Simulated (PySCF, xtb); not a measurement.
CH3BrTe, SMILES C[Te]Br.

GFN2-xTB in xtb 6.7.1 at its own geometry gives an orbital gap of 3.08 eV and a dipole moment of 5.98 D.

The structure is a stationary point at PBE0-D3(BJ)/def2-SVP. The def2 effective core potentials stand for the cores of Te; spin–orbit coupling is left out.

Problem. What does PBE0/def2-TZVPD run with PySCF give? (The exact figures need the calculation; the answer reports its results.)

Solution. gap 3.69 eV (levels -6.21 and -2.52 eV), dipole 2.39 D.
